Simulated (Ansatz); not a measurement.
An input meant for Cs4⁺ (charge 1, doublet).

```yaml
crystal:
  periodic: [false, false, false]
  atoms:
    - {symbol: Cs, position_ang: [3.306607, 0.085691, -0.597528]}
    - {symbol: Cs, position_ang: [0.082178, -1.715778, 0.181013]}
    - {symbol: Cs, position_ang: [-0.080442, 1.713778, -0.203256]}
    - {symbol: Cs, position_ang: [-3.308632, -0.083977, 0.590734]}
basis:
  gaussian: {orbitals: def2-SVP}
total_charge: 1
magnetization: {spin_polarized: true, initial_magnetization: 1}
hamiltonian: {xc: {name: RPBE}}
scf: {omitted_lower_state_checks: [starts]}
```

```sh
$ ansatz run in.yaml --threads 4 --pin off --events-out ev --progress --plain --max-ram 3916MiB
```

It prints (some lines left out):

```
Functional definition: RPBE
1016 factors; their error is unknown
mean field evaluation 1: about -2189.4220 eV, gradient 1.3e1 eV
mean field evaluation 2: about -2187.3612 eV, gradient 1.9e1 eV
mean field evaluation 4: about -2191.2733 eV, gradient 2.9e-1 eV
mean field evaluation 8: about -2191.2756 eV, gradient 8.7e-2 eV
mean field evaluation 16: about -2191.2642 eV, gradient 7.7e-3 eV
mean field -2191.27517576 eV, -80.5278774094 hartree, gradient 7.3e-6 eV, S^2 0.787207; 0 other end points of the search recorded, 0 dependent functions left out
reference -2191.27524093 eV, -80.5278798044 hartree; 18, 17 occupied and 78, 79 virtual orbitals, 1016 factors
Total energy: -2191.27524093 eV, -80.5278798044 hartree
Checks for a lower state left out: starts
```

In this input the geometry is squeezed to about two thirds of its size. The run converged. The result belongs to that input, not to the species as meant.

In the def2 sets Cs takes a core potential; there is no spin–orbit coupling.
